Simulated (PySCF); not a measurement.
## Magnetisability: `InChI=1S/C2H11FOSi3/c1-2-5-4-7-6-3/h2,5-7H2,1H3`

Molfile (atoms numbered from 1):
```
C2H11FOSi3
     RDKit          3D

 18 17  0  0  0  0  0  0  0  0999 V2000
   -3.4560    0.1464   -0.3177 C   0  0  0  0  0  0  0  0  0  0  0  0
   -2.0102   -0.0700    0.1158 C   0  0  0  0  0  0  0  0  0  0  0  0
   -0.7643    0.2262   -1.2848 Si  0  0  0  0  0  4  0  0  0  0  0  0
    0.7517    0.0044   -0.7458 O   0  0  0  0  0  0  0  0  0  0  0  0
    1.9131   -0.7605    0.0960 Si  0  0  0  0  0  4  0  0  0  0  0  0
    3.8074    0.4377   -0.3810 Si  0  0  0  0  0  4  0  0  0  0  0  0
    5.0216   -0.3439    0.3557 F   0  0  0  0  0  0  0  0  0  0  0  0
   -3.6010    1.1655   -0.6691 H   0  0  0  0  0  0  0  0  0  0  0  0
   -3.7187   -0.5287   -1.1289 H   0  0  0  0  0  0  0  0  0  0  0  0
   -4.1434   -0.0289    0.5084 H   0  0  0  0  0  0  0  0  0  0  0  0
   -1.7885    0.5953    0.9535 H   0  0  0  0  0  0  0  0  0  0  0  0
   -1.9016   -1.0874    0.4994 H   0  0  0  0  0  0  0  0  0  0  0  0
   -0.9677   -0.7203   -2.3829 H   0  0  0  0  0  0  0  0  0  0  0  0
   -0.7513    1.6185   -1.7334 H   0  0  0  0  0  0  0  0  0  0  0  0
    1.9044   -2.1658   -0.3379 H   0  0  0  0  0  0  0  0  0  0  0  0
    1.4926   -0.7656    1.5067 H   0  0  0  0  0  0  0  0  0  0  0  0
    4.2728    0.4954   -1.7687 H   0  0  0  0  0  0  0  0  0  0  0  0
    3.9304    1.7883    0.1735 H   0  0  0  0  0  0  0  0  0  0  0  0
  1  2  1  0
  2  3  1  0
  3  4  1  0
  4  5  1  0
  5  6  1  0
  6  7  1  0
  1  8  1  0
  1  9  1  0
  1 10  1  0
  2 11  1  0
  2 12  1  0
  3 13  1  0
  3 14  1  0
  5 15  1  0
  5 16  1  0
  6 17  1  0
  6 18  1  0
M  END
```

Computed, not measured: GIAO B3LYP/pcSseg-1 magnetisability, rotational g tensor and spin-rotation constants, non-relativistic, gas phase in PySCF. Geometry: GFN2-xTB.

Q: What are the magnetisability and the molar susceptibility?

A: Isotropic -1325 × 10⁻³⁰ J/T², or -79.8 × 10⁻⁶ cm³/mol; principal values -1604, -1205, -1165 × 10⁻³⁰ J/T², anisotropy 421 × 10⁻³⁰ J/T² (root of half the summed squared differences of the principal values). The susceptibility is in cgs units.

Q: Split it along the inertial axes a, b, c into diamagnetic and paramagnetic parts about the centre of mass, with the quadrupole moment.

A: 
| axis | χ (10⁻⁶ cm³/mol) | diamagnetic (10⁻⁶ cm³/mol) | paramagnetic (10⁻⁶ cm³/mol) | summed x² of all electrons (Å²) | quadrupole Θ (D Å) |
| --- | --- | --- | --- | --- | --- |
| a | -90.6 | -381.4 | 290.8 | 619.0 | -6.99 |
| b | -77.9 | -2765.6 | 2687.8 | 57.1 | +3.45 |
| c | -70.8 | -2868.3 | 2797.5 | 32.9 | +3.54 |

Anisotropies 2χaa − χbb − χcc = -32.6 and 2χbb − χaa − χcc = +5.7 × 10⁻⁶ cm³/mol. Θ is traceless in Buckingham's convention.

Q: And the rotational g tensor?

A: 
```
axis  rotational constant (GHz)        g  nuclear part  electronic part
   a                     5.4918  -0.0746        0.6758          -0.7504
   b                     0.4471  -0.0100        0.5545          -0.5645
   c                     0.4305  -0.0111        0.5547          -0.5658
```
Asymmetric top; isotopes 12C, 19F, 1H, 16O, 28Si; no vibrational averaging.
